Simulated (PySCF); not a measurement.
Correlation energy of Al³⁺ (aluminium, charge +3)

[Ne], closed-shell 1S. All numbers are calculated (PySCF 2.14, the spin-free X2C one-electron Hamiltonian (Gaussian nucleus), in x2c-TZVPPall with one added diffuse shell each of s, p, d type (6s6p4d1f, 51 functions)). Frozen: 1s2; 8 electrons correlated.

```
  level  correlation energy (mhartree)
   CCSD                        -138.72
    (T)                          -0.94
CCSD(T)                        -139.66
```

Diagnostics: T1 = 0.0029, D1 = 0.0046, largest double amplitude 0.011.

Cost of the coupled-cluster step: roughly 1.1 core-seconds, for 8 correlated electrons.

Iterations:

```
CC2 = 0
CCSD nocc = 4, nmo = 50
frozen orbitals [0]
max_cycle = 100
direct = 0
conv_tol = 1e-08
conv_tol_normt = 1e-06
diis_space = 8
diis_start_cycle = 0
Init t2, MP2 energy = -240.564464199458  E_corr(MP2) -0.136534683337811
Init E_corr(CCSD) = -0.136534683339739
cycle = 1  E_corr(CCSD) = -0.137799682598997  dE = -0.00126499926  norm(t1,t2) = 0.00810286
cycle = 2  E_corr(CCSD) = -0.13862012868044  dE = -0.000820446081  norm(t1,t2) = 0.00105913
cycle = 3  E_corr(CCSD) = -0.138711165547249  dE = -9.10368668e-05  norm(t1,t2) = 0.000249748
cycle = 4  E_corr(CCSD) = -0.138722610344092  dE = -1.14447968e-05  norm(t1,t2) = 2.12628e-05
cycle = 5  E_corr(CCSD) = -0.138722198459898  dE = 4.11884194e-07  norm(t1,t2) = 1.98294e-06
cycle = 6  E_corr(CCSD) = -0.138722177996515  dE = 2.04633835e-08  norm(t1,t2) = 1.60533e-07
cycle = 7  E_corr(CCSD) = -0.138722178786098  dE = -7.89583066e-10  norm(t1,t2) = 1.46568e-08
CCSD converged
E(CCSD) = -240.5666516949063  E_corr = -0.1387221787860977
CCSD(T) correction = -0.000937633500539301
```

This basis was not built for core-valence correlation, so the inner-shell part is incomplete.
